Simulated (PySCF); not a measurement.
Gas-phase reaction: TaOF3 + F2 = TaF5 + O

Method: PySCF energies (xtb for GFN2) plus ideal-gas RRHO corrections (1 bar). † marks an energy on the PBE0/def2-TZVP geometry and frequencies; other levels use their own. MP2 and CCSD(T) freeze the core. Open shells (unrestricted): O (multiplicity 3); the rest are closed-shell singlets. GFN2 has no spin-polarisation term. Spin-orbit splitting is ignored; it lowers the true energy and changes the entropy of O. Ta: scalar-relativistic def2 core potential, no spin-orbit coupling. TaOF3: computed as isolated molecules; such fragments, hydroxides, amides, oligomers or adducts are transient or little studied in the gas. MP2 isn't extrapolated to the basis-set limit. CCSD(T) isn't extrapolated to the basis-set limit.

```
level                ΔH°(298 K), kJ
-------------------  --------------
CCSD(T)/def2-TZVPP†            -230
GFN2-xTB                        -18
M06-2X/def2-TZVP†              -231
MP2/def2-TZVPP†                -196
PBE/def2-TZVP†                    ?
PBE0/def2-QZVP†                -226
PBE0/def2-SVP†                    ?
PBE0/def2-TZVP                    ?
r2SCAN/def2-TZVP†              -222
ωB97M-V/def2-TZVP†                ?
```

Some entries are withheld; supply them.


- PBE/def2-TZVP†, ΔH°(298 K), kJ: -153
- PBE0/def2-SVP†, ΔH°(298 K), kJ: -235
- PBE0/def2-TZVP, ΔH°(298 K), kJ: -219
- ωB97M-V/def2-TZVP†, ΔH°(298 K), kJ: -225
